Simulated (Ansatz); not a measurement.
Basis sets compared for Cu(AsH3)Me (CH6AsCu). Charge 0, multiplicity 1. Geometry B3LYP-D4/def2-SVP. Ansatz on 4 threads of INTEL XEON PLATINUM 8581C on a shared host; times are rough, and most runs start from earlier orbitals.

```xyz
9

Cu    0.2671   -0.1312    0.0975
As   -1.7312    0.8482   -0.6654
H    -3.0737    0.2137   -0.3474
H    -1.9860    1.0421   -2.1498
H    -2.1095    2.2578   -0.2460
C     1.9040   -0.9331    0.7293
H     2.7880   -0.4008    0.3364
H     1.9806   -1.9884    0.4136
H     1.9608   -0.9083    1.8318
```

Binding counts from free atoms (Cu doublet, As quartet, H doublet, C triplet) in the same basis, without a counterpoise term.

```csv
level,functions,energy (Eh),HOMO (eV),LUMO (eV),binding per atom (eV),wall time
HF/STO-3G,47,-3870.2598,-1.86,4.14,–,0.5 s
PBE-D4/def2-SVP,107,-3916.9081,-4.54,-1.11,3.01,0.6 s
PBE0-D4/def2-SVP,107,-3916.9849,-5.54,-0.33,2.93,0.85 s
```

(1) Estimate the rows for HF/def2-TZVP, PBE-D4/def2-TZVP, PBE0-D4/def2-TZVP.

Results:

(1) 
| level | functions | energy (Eh) | HOMO (eV) | LUMO (eV) | binding per atom (eV) | wall time |
| --- | --- | --- | --- | --- | --- | --- |
| HF/def2-TZVP | 160 | -3914.4678 | -8.01 | 1.87 | 1.99 | 0.85 s |
| PBE-D4/def2-TZVP | 160 | -3917.4866 | -4.80 | -1.31 | 2.96 | 0.75 s |
| PBE0-D4/def2-TZVP | 160 | -3917.5505 | -5.77 | -0.51 | 2.89 | 1.4 s |
